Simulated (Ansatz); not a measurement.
Ansatz (a program for electronic structure) job for 1-bromo-1-fluoropropa-1,2-diene (C3H2BrF), SMILES C=C=C(F)Br, PBE/def2-SVPD. Geometry optimised at PBE0-D3(BJ)/def2-SVP.

Ansatz 0.2 input:
```yaml
crystal:
  periodic: [false, false, false]
  atoms:
    - {symbol: C, position_ang: [-0.81729014, 2.77340150, -0.00000000]}
    - {symbol: C, position_ang: [-0.13849885, 1.65623345, -0.00000000]}
    - {symbol: C, position_ang: [0.51786054, 0.52713763, -0.00000000]}
    - {symbol: F, position_ang: [1.83849858, 0.43390980, 0.00000000]}
    - {symbol: Br, position_ang: [-0.33408419, -1.14771712, -0.00000000]}
    - {symbol: H, position_ang: [-1.11298488, 3.26213782, -0.93612272]}
    - {symbol: H, position_ang: [-1.11298488, 3.26213781, 0.93612273]}
basis:
  gaussian:
    orbitals: def2-SVPD
hamiltonian:
  xc: {name: PBE}
```

Output:

```
WARN ansatz: RAYON_NUM_THREADS=1 ignored (pool sized by the plan → 1); use --threads N
Functional definition: PBE
integrals: 0.08 GiB planned
1259 factors; their error is unknown
mean field: 0.47 GiB planned
mean field evaluation 1: about -75866.9365 eV, gradient 5.6e1 eV
mean field evaluation 2: about -75822.8877 eV, gradient 1.2e2 eV
mean field evaluation 4: about -75874.0475 eV, gradient 2.1e1 eV
mean field evaluation 8: about -75875.1484 eV, gradient 2.0e-1 eV
mean field evaluation 16: about -75875.0805 eV, gradient 1.2e-4 eV
mean field -75875.08051983 eV, -2788.3577791270 hartree, gradient 5.3e-6 eV, S^2 0.000000; 0 other end points of the search recorded, 0 dependent functions left out
reference -75875.08057008 eV, -2788.3577809736 hartree; 32, 32 occupied and 108, 108 virtual orbitals, 1259 factors
Total energy: -75875.08057008 eV, -2788.3577809736 hartree
```

Self-consistency was reached.

Cost: roughly 2.5 core-seconds.
